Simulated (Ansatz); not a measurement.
K5H5, relaxed as a singlet with RKS PBE-D4/def2-SVP in Ansatz, starting from the GFN2-xTB geometry. Force threshold 0.02 eV/Å.

The restricted singlet is unstable towards broken spin symmetry in Hartree–Fock (as tested in another run); at PBE-D4/def2-SVP this wasn't settled. In the singlet, H7 and H9 lie 0.78 Å apart (atoms count from 1), so H2 has formed as a molecule. Another isomer (singlet) lies 0.27 eV lower at PBE0-D4/def2-TZVP; other spin states weren't run for this one.

Start:

| atom | x (Å) | y (Å) | z (Å) |
| --- | --- | --- | --- |
| K1 | 4.209 | 0.798 | -3.352 |
| K2 | -2.206 | -1.212 | 1.768 |
| K3 | 1.452 | 0.356 | -1.082 |
| K4 | 0.289 | -3.029 | -0.475 |
| K5 | -0.099 | 1.640 | 2.175 |
| H6 | -1.723 | 0.706 | 1.750 |
| H7 | -0.531 | 1.708 | -0.831 |
| H8 | 1.020 | -1.201 | 1.762 |
| H9 | -0.887 | 1.042 | -0.517 |
| H10 | -1.523 | -0.809 | -1.198 |

Problem. Estimate the energy that the relaxation releases and the steps that it takes.

Solution. 2.63 eV, in 32 steps; 91 s on 4 threads of Arm Neoverse V1 on a shared host. No frequencies were taken in this run, so the end may be a saddle point.

Problem. Does the start keep its bonding?

Solution. Bonds lost: K3–H7, K3–H9 (atoms count from 1). Bonds formed: K1–K4, K1–K5, K2–H8, K2–H10, K3–H6, K3–H10, K4–H8, K5–H8 (atoms count from 1). Metal–metal contacts that move far: K4–K5 5.38 to 4.06 Å, K2–K3 4.90 to 3.83 Å.

Problem. Predict the relaxed structure.

Solution. 
```xyz
10

K     4.718    0.229   -1.425
K    -1.768   -0.852    1.068
K     0.153    0.977   -1.692
K     1.263   -2.704   -0.355
K     1.661    0.521    2.074
H    -0.446    1.397    0.835
H    -2.338    1.835   -0.343
H     0.484   -1.813    1.972
H    -2.928    1.817   -0.854
H    -0.798   -1.407   -1.280
```
Bond lengths (bridged metal pairs left out): 3 × K–K 4.63 to 4.66 Å; 9 × H–K 2.60 to 2.63 Å.
